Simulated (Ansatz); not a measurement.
Calculated with Ansatz (gas phase, PBE0-D4/def2-TZVP geometries, no zero-point term in ΔE). CCSD(T)/CBS is the MP2 limit (def2-TZVPP, def2-QZVPP) plus CCSD(T) − MP2 in def2-TZVPP, frozen cores. This one scheme is used for every species. Each species was taken in one conformer, which may not be the lowest.

Consider the ligand exchange at a B–O bond: `B[O][AlH][NH2]` + `NCS` → `BSCN` + `[NH2][AlH][OH]`.

`B[O][AlH][NH2]`:

```xyz
9

B    -1.663   -1.088   -0.874
O    -0.493   -0.652   -0.411
Al    0.997   -0.113    0.165
N     1.069    1.471    0.924
H    -2.391   -1.725   -0.154
H    -1.985   -0.841   -2.009
H     2.266   -1.026    0.010
H     0.290    2.096    1.049
H     1.910    1.878    1.299
```

`NCS`:

```xyz
8

N     0.583   -0.845    0.492
C    -0.083   -0.031   -0.498
S    -1.696    0.573    0.063
H     1.444   -1.224    0.116
H     0.815   -0.301    1.313
H    -0.307   -0.651   -1.368
H     0.483    0.838   -0.854
H    -1.238    1.641    0.736
```

`BSCN`:

Z-matrix (Å, degrees):
```
C
S 1 1.823
N 1 1.441 2 111.2
H 1 1.098 2 104.5 3 -125.3
H 1 1.090 2 107.9 3 119.8
B 2 1.757 1 103.7 3 -70.5
H 3 1.013 1 110.6 2 174.3
H 3 1.012 1 111.1 2 -65.6
H 6 1.193 2 116.3 1 178.6
H 6 1.192 2 120.7 1 -2.5
```

`[NH2][AlH][OH]`:

Cartesian coordinates in Å:
```
N 1.224 -0.476 0.249
Al -0.237 0.324 -0.323
O -1.681 -0.048 0.487
H 1.263 -1.131 1.013
H 2.138 -0.339 -0.146
H -0.182 1.337 -1.533
H -2.525 0.333 0.253
```

```json
{"level": "SCS-MP2/def2-TZVPP", "ΔE (eV)": "0.40"}
{"level": "HF/def2-QZVPP", "ΔE (eV)": "0.64"}
```

**Question.** What does CCSD(T)/CBS give? (An estimate is asked.)

**Answer.** The calculation gave: +0.36 eV. The listed levels differ from it by 0.04, 0.28 eV.

Largest T1 diagnostic among the species: 0.013.

At CCSD(T), def2-SVP lies +0.16 eV from the extrapolated value and def2-TZVPP +0.01 eV. From PBE to PBE0 (25 % exact exchange), in def2-TZVPP and without D4, ΔE moves by +0.05 eV. In def2-TZVPP, CCSD(T) changes the Hartree–Fock value by −0.26 eV (the triples alone add −0.05 eV) and MP2 by −0.30 eV.
